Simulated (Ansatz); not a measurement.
Stepwise reaction of `[F][SnH2][Br]` with hydrogen chloride, as a gas-phase model of exchange steps in deposition or etching. ΔE in kJ/mol; ΔG adds harmonic PBE0-D4 terms to CCSD(T)/CBS, at 1 bar.

Gas-phase electronic energies from Ansatz, PBE0-D4/def2-TZVP geometries. CBS: MP2 limit from def2 TZ/QZ plus the TZ coupled-cluster correction, frozen cores. This one scheme is used for every species. DFT in def2-TZVPP. B3LYP here is the variant with VWN-RPA as its local correlation; programs differ in this. def2 core potentials past Kr. For Br, Sn outer-core shells are correlated without core-valence functions, which leaves a few kJ/mol of doubt a bond. Scalar relativity is left out up to krypton.

| step | reaction | PBE-D4 | B3LYP-D4 | ωB97M-V | CCSD(T)/CBS | ΔG(600 K) |
| --- | --- | --- | --- | --- | --- | --- |
| 1 | `[F][SnH2][Br]` + HCl → `[F][SnH]([Cl])[Br]` + H₂ | -67.8 | -68.1 | -64.8 | -69.5 | -60.6 |
| 2 | `[F][SnH]([Cl])[Br]` + HCl → `[F][Sn]([Cl])([Cl])[Br]` + H₂ | -57.3 | -58.0 | -54.1 | -58.6 | -49.2 |

Q: By hand: ΔE of the 2 steps together at CCSD(T)/CBS.

A: (-69.5) + (-58.6) = -128.1 kJ/mol, or -64.0 kJ/mol a step.

In ΔE each step is higher than the one before. All are downhill at CCSD(T)/CBS. ΔG lies between -60.6 and -49.2 kJ/mol a step. PBE-D4 differs from CCSD(T)/CBS by 1.3 to 1.7 kJ/mol a step. Isolated molecules leave out the surface, adducts and barriers. Largest T1 diagnostic: 0.012.
